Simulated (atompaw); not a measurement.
**How hard is this aluminium PAW (atompaw) potential?**

- Element: aluminium (Al)
- Generator: atompaw 4.2.0.5
- Type: PAW
- Functional: PBE
- Relativity: scalar-relativistic
- Frozen core: [Ne]
- Valence charge: 3
- Reference configuration: 3s1.5 3p1.5
- Partial waves: 3s (bound): rc 1.55 bohr; 3s channel at 0.55 Ry: rc 1.55 bohr; 3p (bound): rc 2.75 bohr; 3p channel at 0.35 Ry: rc 2.75 bohr; 3d channel at -0.05 Ry: rc 2.25 bohr; 3d channel at 1.95 Ry: rc 2.75 bohr
- Local potential: vpsmatchnc scheme with l = 3 at 0 Ry, radius 2.75 bohr
- Core correction: smooth core density matched at 1.90 bohr
- Augmentation charge: besselshape compensation charge, radius 2.45 bohr; PAW radius 2.75 bohr; waves and projectors: custom polynom vanderbiltortho

The pseudo-atom Hamiltonian at the reference potential is diagonalised in spherical Bessel functions j_l(qr) that vanish at 20 bohr, with q² up to the cutoff. All-electron valence levels (Ry): 3s -0.6013, 3p -0.2234.

Problem. How do the lowest levels (Ry) of each channel move with the cutoff, and are there ghosts?

Solution.

```json
{"cutoff (Ry)": "8", "s #1": "-5.6903", "s #2": "-0.4340", "p #1": "-0.2234", "p #2": "0.0214", "d #1": "0.0423", "d #2": "0.1199", "f #1": "0.1017", "f #2": "0.2221", "Σ f·Δε (mRy)": "250.9"}
{"cutoff (Ry)": "10", "s #1": "-5.8657", "s #2": "-0.4989", "p #1": "-0.2234", "p #2": "0.0214", "d #1": "0.0422", "d #2": "0.1197", "f #1": "0.1017", "f #2": "0.2221", "Σ f·Δε (mRy)": "153.6"}
{"cutoff (Ry)": "12", "s #1": "-6.2906", "s #2": "-0.5535", "p #1": "-0.2234", "p #2": "0.0214", "d #1": "0.0422", "d #2": "0.1196", "f #1": "0.1017", "f #2": "0.2221", "Σ f·Δε (mRy)": "71.7"}
{"cutoff (Ry)": "15", "s #1": "-6.8842", "s #2": "-0.5839", "p #1": "-0.2234", "p #2": "0.0214", "d #1": "0.0422", "d #2": "0.1196", "f #1": "0.1017", "f #2": "0.2221", "Σ f·Δε (mRy)": "26.1"}
{"cutoff (Ry)": "21", "s #1": "-8.1638", "s #2": "-0.6006", "p #1": "-0.2234", "p #2": "0.0214", "d #1": "0.0422", "d #2": "0.1196", "f #1": "0.1017", "f #2": "0.2221", "Σ f·Δε (mRy)": "1.0"}
{"cutoff (Ry)": "25", "s #1": "-8.4504", "s #2": "-0.6011", "p #1": "-0.2234", "p #2": "0.0214", "d #1": "0.0422", "d #2": "0.1196", "f #1": "0.1017", "f #2": "0.2221", "Σ f·Δε (mRy)": "0.3"}
{"cutoff (Ry)": "30", "s #1": "-8.6720", "s #2": "-0.6011", "p #1": "-0.2234", "p #2": "0.0214", "d #1": "0.0422", "d #2": "0.1196", "f #1": "0.1017", "f #2": "0.2221", "Σ f·Δε (mRy)": "0.2"}
{"cutoff (Ry)": "35", "s #1": "-8.7361", "s #2": "-0.6012", "p #1": "-0.2234", "p #2": "0.0214", "d #1": "0.0422", "d #2": "0.1196", "f #1": "0.1017", "f #2": "0.2221", "Σ f·Δε (mRy)": "0.2"}
{"cutoff (Ry)": "400", "s #1": "-8.7498", "s #2": "-0.6013", "p #1": "-0.2234", "p #2": "0.0214", "d #1": "0.0422", "d #2": "0.1196", "f #1": "0.1017", "f #2": "0.2221", "Σ f·Δε (mRy)": "0.0"}
```

Result: ghost state, extra bound levels that the all-electron valence spectrum of the same l lacks: s at -119.0 eV (a true bound ghost makes a file unfit for plane-wave use); 10 mRy is reached at 18 Ry and 1 mRy at 25 Ry.
